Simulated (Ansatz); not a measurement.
`CCCOC(=O)CCCl` at its PBE0-D4/def2-TZVP geometry, where that method's forces vanish. The species carries charge 0 and has multiplicity 1.

```xyz
20

C     0.4691    1.8325   -1.7555
C     1.4025    1.4845   -0.6092
C     1.7677    0.0172   -0.5532
O     0.6024   -0.8147   -0.4378
C     0.0970   -0.9608    0.7857
O     0.5739   -0.4901    1.7838
C    -1.1503   -1.8087    0.7750
C    -2.2427   -1.1768    1.6033
Cl   -2.8242    0.3328    0.8461
H     0.9090    1.5674   -2.7213
H    -0.4811    1.3028   -1.6638
H     0.2523    2.9024   -1.7700
H     2.3396    2.0448   -0.6990
H     0.9588    1.7733    0.3470
H     2.2394   -0.3077   -1.4824
H     2.4340   -0.1895    0.2857
H    -0.8885   -2.7723    1.2270
H    -1.4810   -1.9913   -0.2470
H    -3.1045   -1.8353    1.6937
H    -1.8732   -0.9104    2.5918
```

Q: What forces (eV/Å) does r2SCAN-D4/def2-TZVPP give on these atoms in Ansatz? (Estimate.)

A: Computed: 
```
C1  -0.091  0.035 -0.112
C2   0.033  0.085  0.101
C3   0.382  0.105 -0.029
O4  -0.162 -0.165 -0.408
C5  -0.238 -0.128  0.037
O6   0.185  0.194  0.415
C7  -0.006 -0.122 -0.114
C8  -0.009 -0.197  0.201
Cl9 -0.075  0.232 -0.115
H10 -0.005 -0.001  0.014
H11  0.017  0.006  0.000
H12  0.000 -0.020 -0.003
H13  0.000 -0.006  0.004
H14 -0.002 -0.005  0.001
H15 -0.014  0.000 -0.002
H16 -0.008 -0.008  0.005
H17 -0.006 -0.003  0.009
H18 -0.011 -0.009  0.006
H19  0.007  0.008 -0.001
H20  0.002 -0.002 -0.010
```
